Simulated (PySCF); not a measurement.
# Ionisation of 2-fluorotoluene

Molecule: 2-fluorotoluene, `Cc1ccccc1F` (C7H7F). Numbering: `[CH3:1][c:2]1[cH:3][cH:4][cH:5][cH:6][c:7]1[F:8]` These are map numbers, not IUPAC locants.

Computed at ωB97X-D3(BJ)/ma-def2-TZVP // PBE0-D3(BJ)/def2-SVP with PySCF (density fitting, grid level 2). ωB97X-D3(BJ) is ωB97X-V with D3(BJ) in place of VV10. Thermal corrections: PBE0-D3(BJ)/def2-SVP frequencies, unscaled, ideal gas at 298.15 K and 1 bar, quasi-RRHO entropy.

Frontier levels of the parent: HOMO -9.19 eV, LUMO 1.11 eV.

Oxidation to the radical cation:
| Item | Value |
| --- | --- |
| Vertical ionisation energy (electronic) | 8.96 eV |
| Adiabatic ionisation energy (with zero-point energy) | 8.74 eV |
| Adiabatic, electronic part | 8.79 eV |
| Vertical gap at the product's structure | 8.54 eV |
| Inner reorganisation energy (four-point) | 424 meV |
| Relaxation of product / of parent | 171 / 253 meV |
| ⟨S²⟩ of the product | 0.773 |
| Largest spin populations | C4 0.32, C7 0.32, C2 0.27, C5 0.17 |
| Largest changes of atomic charge | C4 0.15, C7 0.14, C2 0.14, F8 0.12 |
| Distances that move most (Å) | C2–C7 1.398 → 1.456; C4–C5 1.393 → 1.439; C7–F8 1.337 → 1.292; C1–C2 1.498 → 1.474 |
| Potential in DMF | 6.58 V absolute, 2.04 V against Fc+/Fc computed at 4.54 V (solvation -13 → -219 kJ/mol) |

Solvents are IEF-PCM continua (electrostatics only, gas-phase structures); absolute potentials refer to an electron at rest in vacuum. Fc+/Fc in DMF, 4.54 V, is ωB97X-D3(BJ)/ma-def2-TZVP on PBE0-D3(BJ)/def2-SVP structures with GFN2-xTB thermal terms. Benchmark calculations put it near 5.0 V in acetonitrile and DMSO, so it is about 0.5 V low, and the value against it can read up to that much too high.

Measured values (NIST Chemistry WebBook, evaluated or the median of agreeing entries): adiabatic ionisation energy 8.91 eV (computed 8.74, difference -0.17).
